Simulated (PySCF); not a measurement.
**Complete the spectrum of C6H14N2Si2**

Species: C6H14N2Si2.
Atom-mapped SMILES: `[N:1]#[C:2][SiH2:3][NH:4][SiH2:5][CH:6]1[CH2:7][CH2:8][CH2:9][CH2:10]1` (hydrogens: H11, H12 on Si3; H13 on N4; H14, H15 on Si5; H16 on C6; H17, H18 on C7; H19, H20 on C8; H21, H22 on C9; H23, H24 on C10)

Computed, not measured: PySCF, TDDFT wB97X-D/def2-SVPD, vertical, gas phase, core orbitals frozen in the response. The structure is a single PBE0-D3(BJ)/def2-SVP conformer in the gas phase; no vibrational or solvent corrections.

Lowest singlets, with some entries withheld (?).

```tsv
state	ν̃ (cm⁻¹)	f	main configurations (H = HOMO, L = LUMO)
S1	50710	0.017	H→L (79%), H-1→L (12%)
S2	55360	0.0003	H→L+1 (57%), H-1→L+1 (8%)
S3	56540	0.0010	?
S4	?	?	H→L+2 (18%), H-8→L (12%), H-5→L+1 (12%)
S5	59760	0.0033	?
S6	60140	0.0004	H-8→L+1 (43%)
S7	60950	0.0041	?
S8	?	?	H→L+3 (51%), H-1→L (13%)
S9	62500	?	H→L+4 (50%), H→L+5 (18%), H→L+6 (9%)
S10	65730	0.017	H-1→L+1 (24%), H→L+7 (15%), H-10→L (10%)
```

Task: Fill in the withheld entries.

Result: 
- S3: H-4→L (26%), H-5→L (20%), H→L+1 (16%)
- S4: ν̃ = 59050 cm⁻¹; f = 0.0031
- S5: H-1→L (20%), H-8→L (15%), H→L+2 (13%)
- S7: H→L+2 (32%), H-1→L (30%)
- S8: ν̃ = 62280 cm⁻¹; f = 0.0039
- S9: f = 0.066

Task: What is the vertical ionisation energy by ΔSCF at this level?

Result: 9.56 eV; −ε(HOMO) is 9.57 eV.

Task: How far apart are S2 and S6, in eV and cm⁻¹?

Result: 7.456 − 6.864 = 0.592 eV, or about 4780 cm⁻¹.

Task: What is the mean static polarisability from the same response equations?

Result: 126.8 au (18.78 Å³), with principal values 109.6, 131.4 and 139.2 au.
